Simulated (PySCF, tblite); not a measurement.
Species: C5H6O3S.
Numbering: `[O:1]=[CH:2][O:3][C:4]1=[CH:5][S@@:6](=[O:7])[CH2:8][CH2:9]1` (hydrogens: H10 on C2; H11 on C5; H12, H13 on C8; H14, H15 on C9)

The geometry is computed with GFN2-xTB (gas phase).

Task: What internal coordinates does the optimisation give?

Result: 
```
  bond  length (Å)
 O1=C2       1.192
 C2–O3       1.330
 O3–C4       1.381
 C4=C5       1.324
 C5–S6       1.818
 S6=O7       1.461
 S6–C8       1.867
 C8–C9       1.517
 C4–C9       1.504
C2–H10       1.103
C5–H11       1.072
C8–H12       1.088
C8–H13       1.086
C9–H14       1.093
C9–H15       1.091
```

A selection of angles:
```
     angle  degrees
  O1–C2–O3    128.0
 O1–C2–H10    124.6
 O3–C2–H10    107.4
  C2–O3–C4    122.6
  O3–C4–C5    129.2
  O3–C4–C9    113.9
  C5–C4–C9    116.9
  C4–C5–S6    112.6
 C4–C5–H11    127.5
 S6–C5–H11    119.6
  C5–S6–O7    105.6
  C5–S6–C8     88.4
  O7–S6–C8    107.2
  S6–C8–C9    106.8
 S6–C8–H12    105.6
 S6–C8–H13    108.5
 C9–C8–H12    111.8
 C9–C8–H13    113.6
H12–C8–H13    110.1
 C8–C9–H14    110.8
 C8–C9–H15    112.7
  C4–C9–C8    106.0
 C4–C9–H14    108.7
 C4–C9–H15    110.7
H14–C9–H15    107.9
```

Torsions: O1–C2–O3–C4 1° (synperiplanar); C2–O3–C4–C5 4° (synperiplanar); O3–C4–C5–S6 176° (antiperiplanar); C4–C5–S6–O7 -89° (synclinal); C5–S6–C8–C9 -28° (synperiplanar); S6–C8–C9–C4 30°; O3–C4–C9–C8 162° (antiperiplanar).

Of the pairs four or more bonds apart, O1···H11 is among the closest relative to their van der Waals radii: 2.31 Å, 85 % of the sum of Bondi's values. S6 (sulfinyl sulfur) is pyramidal (angles 107.2°, 105.6° and 88.4°, sum 301.1°, 0.76 Å off the plane of its three neighbours). The 5-membered ring C4–C5–S6–C8–C9 has internal angles of 88.4° to 116.9° (sum 531°, against 540° for a flat polygon); it is puckered, 0.15 Å rms from its mean plane, widest ring torsion 30°. The C–S distances run from 1.818 Å (C5–S6, drawn single) to 1.867 Å (S6–C8, drawn single), a spread of 0.049 Å. The 3 C–C bonds span 1.324 Å (C4=C5, drawn double) to 1.517 Å (C8–C9, drawn single), a spread of 0.193 Å. The C–O distances run from 1.192 Å (O1=C2, drawn double) to 1.381 Å (O3–C4, drawn single), a spread of 0.189 Å.

Point group: C1 (no symmetry element, even within 0.4 Å). Its GFN2-xTB frequencies are all real (lowest 41 cm⁻¹). One conformer, not necessarily the lowest.
